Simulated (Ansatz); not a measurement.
`CB(N)Br`, relaxed with RKS PBE-D4/def2-SVP in the Gaussian-basis code of Ansatz from a rough embedded geometry. The force threshold is 0.03 eV/Å; the program also tests the step.

The species carries charge 0 and has multiplicity 1.

Start:

```xyz
9

C     0.718    0.065   -0.969
B     0.113   -0.144    0.458
N    -1.376   -0.278    0.628
Br    1.296   -0.148    2.020
H     1.336    0.968   -1.041
H    -0.050    0.017   -1.776
H     1.418   -0.822   -1.200
H    -1.606   -0.292    1.609
H    -1.848    0.634    0.270
```

Task: By how much does the energy fall, and how many steps does the optimiser take? (Estimate.)

Result: Computed: 15.12 kcal/mol, in 5 steps.

Task: Which bonds change most? (Estimate.)

Result: Ansatz gave: B2–N3 from 1.505 to 1.399 Å; N3–H9 from 1.088 to 1.021 Å; C1–H7 from 1.153 to 1.110 Å; C1–H5 from 1.097 to 1.110 Å.

Task: Give the relaxed structure. (An estimate is asked.)

Result: The calculation gave: 
```xyz
9

C     0.721    0.065   -0.972
B     0.110   -0.068    0.473
N    -1.257   -0.006    0.762
Br    1.320   -0.336    1.995
H     1.396    0.945   -1.024
H    -0.046    0.171   -1.766
H     1.351   -0.816   -1.211
H    -1.632   -0.085    1.707
H    -1.962    0.128    0.036
```
